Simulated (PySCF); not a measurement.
C₂H₆STe, SMILES C[Te]SC. Atoms are numbered in the order given.

```xyz
10

Te    -0.3093    -0.0870     0.7256
C     -1.6587     1.3654    -0.1847
H     -2.4911     1.5225     0.5166
H     -2.0371     0.9745    -1.1369
H     -1.1081     2.3015    -0.3363
S      1.4643     0.1092    -0.9210
C      0.9428    -1.0589    -2.2334
H      0.8592    -2.0830    -1.8451
H      1.7340    -1.0252    -2.9988
H     -0.0087    -0.7518    -2.6891
```
Charge 0, spin multiplicity 1.

Geometry: B3LYP-D3(BJ)/def2-SVP. The def2 effective core potentials stand for the cores of Te; spin–orbit coupling is left out. Other conformers were not sampled.

The numbers are results of PySCF with PBE/def2-TZVP, not measurements.

Atomic charges (e):

```tsv
atom	Mulliken	Löwdin
Te1	0.14	0.27
C2	-0.47	-0.55
H3	0.14	0.11
H4	0.14	0.11
H5	0.15	0.11
S6	-0.20	0.18
C7	-0.33	-0.56
H8	0.15	0.11
H9	0.14	0.12
H10	0.14	0.11
```

Computed Mayer and Wiberg (Löwdin basis) orders of the bonds:
```csv
bond,Mayer,Wiberg
Te1–C2,1.00,1.36
C2–H3,0.94,0.94
C2–H4,0.95,0.95
C2–H5,0.95,0.95
Te1–S6,1.18,1.49
S6–C7,1.03,1.53
C7–H8,0.96,0.94
C7–H9,0.94,0.93
C7–H10,0.96,0.94
```
